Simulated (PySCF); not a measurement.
Si(Br)2(OH)2 (Br2H2O2Si), SMILES O[Si](O)(Br)Br.

Coordinates come from a B3LYP-D3(BJ)/def2-SVP optimisation. Other conformers were not sampled.

Vertical ionisation energy (IE) and electron affinity (EA) in eV. Rows of orbital energies are one-electron estimates. Where ΔSCF, EOM or ADC give a negative EA the extra electron is unbound and the value depends on the basis.

```csv
level,IE,EA
"−ε(HOMO), −ε(LUMO), PBE0/def2-TZVP (PySCF)",[?],[?]
"−ε(HOMO), −ε(LUMO), PBE/def2-TZVP (PySCF)",7.27,1.35
```

### Question
Some entries are withheld; supply them. (The exact figures need the calculation; the answer reports its results.)

### Answer

- −ε(HOMO), −ε(LUMO), PBE0/def2-TZVP (PySCF), IE: 8.57
- −ε(HOMO), −ε(LUMO), PBE0/def2-TZVP (PySCF), EA: 0.40
